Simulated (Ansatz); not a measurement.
```xyz
2

C    -0.0396    0.0254   -0.2380
H    -0.0576   -0.0002    1.0313
```

Basis set: aug-cc-pVDZ (spherical functions). Correlated methods keep 1 orbital frozen. Charge 0, multiplicity 2.

Computed with Ansatz (development build ahead of 0.2.0); each method stands on the lowest determinant of its kind that the runs found.

The atomization energy at this shape (free ground-state atoms in the same class of orbitals less the molecule, no zero-point energy) of doublet CH:

```json
{"method": "UHF", "atomization energy": "50.27 kcal/mol"}
```

**Question.** What does UHF-MP2 give?

**Answer.** 66.09 kcal/mol. Caution: the shape is not the minimum; the unrestricted determinant is spin contaminated.
